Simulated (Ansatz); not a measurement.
GaH2F. Charge 0, multiplicity 1. Geometry PBE0-D4/def2-TZVP, basis def2-TZVP, Ansatz.

```xyz
4

Ga   -0.052   -0.068    0.092
H     0.976   -0.689    1.080
H    -1.605   -0.123    0.024
F     0.682    0.880   -1.196
```

```
run  HOMO (eV)  LUMO (eV)
  A     -12.28       1.07
  B     -11.39       0.33
  C      -7.64      -2.68
  D      -8.78      -1.94
  E      -8.97      -1.62
  F      -7.54      -2.42
```

B3LYP takes the VWN-RPA correlation.

Question: The runs used B3LYP, HF, LDA (SPW92), PBE, PBE0, ωB97X-V. Estimate which is which.

Answer: A HF (100 % exact exchange); B ωB97X-V (range-separated); C LDA (SPW92) (0 % exact exchange); D B3LYP (20 % exact exchange); E PBE0 (25 % exact exchange); F PBE (0 % exact exchange). Exact exchange lowers occupied and raises empty levels; among semilocal functionals meta-GGAs tend to open the gap a little, and such runs are hard to tell apart. The gap grows from 4.95 eV (LDA (SPW92)) to 13.35 eV (HF).
